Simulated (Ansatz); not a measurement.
BFO, charge +1, doublet (typed; the unrestricted solution is spin-contaminated), geometry from GFN2-xTB (a state made from the parent by changing its charge; the spin is typed, not shown lowest); B3LYP/cc-pVTZ (Ansatz, an electronic-structure program).

Input for Ansatz:
Ansatz 0.2 input:
```yaml
crystal:
  periodic: [false, false, false]
  atoms:
    - {symbol: F, position_ang: [-0.00000000, -0.00000000, -1.18647100]}
    - {symbol: B, position_ang: [0.00000000, 0.00000000, 0.07261760]}
    - {symbol: O, position_ang: [0.00000000, 0.00000000, 1.28939388]}
basis:
  gaussian:
    orbitals: cc-pVTZ
    occupation: {up: {"A1": 8, "B1": 1, "B2": 2}, down: {"A1": 7, "B1": 2, "B2": 1}}
hamiltonian:
  xc: b3lyp
total_charge: 1
magnetization: {spin_polarized: true, initial_magnetization: 1}
```

It wrote (shortened):

```
Functional definition: B3LYP
525 factors; their error is unknown
mean field evaluation 1: about -5411.3408 eV, gradient 5.6e1 eV
mean field evaluation 2: about -5420.2269 eV, gradient 7.8e0 eV
mean field evaluation 4: about -5416.6539 eV, gradient 2.5e1 eV
mean field evaluation 8: about -5420.5343 eV, gradient 1.5e-1 eV
mean field -5420.53439495 eV, -199.2009648444 hartree, gradient 1.2e-6 eV, S^2 1.768150; 0 other end points of the search recorded, 0 dependent functions left out
reference -5420.53455988 eV, -199.2009709052 hartree; 11, 10 occupied and 79, 80 virtual orbitals, 525 factors
Total energy: -5420.53455988 eV, -199.2009709052 hartree
```
